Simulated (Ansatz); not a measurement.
AlH3O (SMILES [OH][AlH2]) moved off its minimum; all values from Ansatz (a first-principles code), cores frozen in correlated methods.
(charge 0, multiplicity 1)
```xyz
5

Al    -0.3168    -0.5062     0.1257
H      0.2417    -1.3555     1.3158
H     -1.5866    -0.8524    -0.7019
O      0.4933     0.9332    -0.3099
H      1.2994     1.2831     0.1215
```

| level | largest force (eV/Å) | on atom | rms difference from CCSD(T)/aug-cc-pV(T+d)Z (eV/Å) | dipole (D) |
|---|---|---|---|---|
| HF/def2-TZVPP | 2.33 | H5 | 0.446 | 1.29 |
| PBE/def2-TZVPP | 0.75 | H5 | 0.149 | 1.14 |
| r2SCAN/def2-TZVPP | 1.18 | H5 | 0.075 | 1.17 |
| B3LYP/def2-TZVPP | 1.15 | H5 | 0.045 | 1.19 |
| wB97M-V/def2-TZVPP | 1.25 | H5 | 0.070 | 1.20 |
| MP2/aug-cc-pV(T+d)Z | 1.10 | H5 | 0.046 | 1.16 |
| CCSD(T)/aug-cc-pV(T+d)Z | 1.13 | H5 | 0.000 | 1.15 |

The differences count from one level among others, with limits of its own. Forces at CCSD(T)/aug-cc-pV(T+d)Z (eV/Å):

```json
[
 {"atom": "Al1", "Fx": "0.274", "Fy": "0.320", "Fz": "0.044"},
 {"atom": "H2", "Fx": "0.045", "Fy": "-0.163", "Fz": "0.151"},
 {"atom": "H3", "Fx": "-0.207", "Fy": "-0.066", "Fz": "-0.150"},
 {"atom": "O4", "Fx": "0.817", "Fy": "0.372", "Fz": "0.406"},
 {"atom": "H5", "Fx": "-0.929", "Fy": "-0.463", "Fz": "-0.452"}
]
```
